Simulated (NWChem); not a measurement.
System: Si2H4OClF; SMILES F[Si@H](Cl)O[SiH3]

```xyz
9

F      2.0338     0.7973     0.1361
Si     0.5613     0.6316    -0.4962
Cl    -0.7465     1.5570     0.7831
O      0.1982    -0.9483    -0.6146
Si    -0.4093    -2.3039     0.1542
H      0.5392     1.2743    -1.8198
H      0.1809    -2.4236     1.5181
H     -0.0400    -3.4863    -0.6698
H     -1.8921    -2.1921     0.2539
```
Atoms are numbered in this order, from 1.

STO-3G and 3-21G are far too small for this property and stand as cheap habits. The geometry was optimised at PBE0/def2-SVP.

Problem. Give the principal values of the shielding tensors (ppm) of F1, Si2, Cl3, O4, Si5 from Hartree-Fock/STO-3G, GIAO (NWChem), with their diamagnetic and paramagnetic parts as GIAO splits them.

Solution. 
```
atom     σ11     σ22     σ33  isotropic  diamagnetic  paramagnetic
----  ------  ------  ------  ---------  -----------  ------------
F1     420.7   580.9   646.8      549.4        456.9          92.6
Si2    540.5   588.3   621.0      583.3        865.5        -282.3
Cl3   1110.7  1245.5  1279.5     1211.9       1130.5          81.4
O4     349.9   609.8   658.3      539.3        384.8         154.6
Si5    573.6   578.7   678.1      610.1        866.6        -256.4
```
